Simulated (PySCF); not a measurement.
CF, SMILES [C]F (connectivity only; charge and spin as stated), charge +1, multiplicity 1.

Coordinates come from a PBE0-D3(BJ)/def2-TZVPD optimisation.

Calculation: TDA-B3LYP/def2-TZVPD in PySCF 2.14.0.

Vertical excitations; the highest root listed may be one member of a degenerate set. Isolated molecule, no solvent. State labels are in the subgroup C2v.

Computed lowest excited states:
```tsv
state	symmetry	energy (eV)	λ (nm)	f	main pairs
S1	B2	8.44	147	0.127	HOMO→LUMO+1 (degenerate set)
S2	B1	8.44	147	0.127	HOMO→LUMO (degenerate set)
S3	A2	11.72	106	0.000	HOMO−2→LUMO+1 50 %, HOMO−1→LUMO 50 %
S4	A2	11.98	103	0.000	HOMO−1→LUMO, HOMO−2→LUMO+1 (degenerate set)
S5	A1	11.98	103	0.000	HOMO−2→LUMO, HOMO−1→LUMO+1 (degenerate set)
S6	A1	15.12	82	0.000	HOMO→LUMO+2 76 %
S7	B2	16.57	75	0.140	HOMO−3→LUMO+1 (degenerate set)
S8	B1	16.57	75	0.140	HOMO−3→LUMO (degenerate set)
S9	A1	16.99	73	0.011	HOMO→LUMO+3 43 %, HOMO→LUMO+2 15 %, HOMO−1→LUMO+1 13 %, HOMO−2→LUMO 13 %
S10	B2	17.23	72	0.048	HOMO→LUMO+5 99 %
T1	B1	4.56	272	0	HOMO→LUMO (degenerate set)
T2	B2	4.56	272	0	HOMO→LUMO+1 (degenerate set)
T3	A1	10.44	119	0	HOMO−2→LUMO 50 %, HOMO−1→LUMO+1 50 %
T4	A1	10.92	114	0	HOMO−1→LUMO+1 50 %, HOMO−2→LUMO 50 %
```
Triplets are in the Tamm–Dancoff approximation.
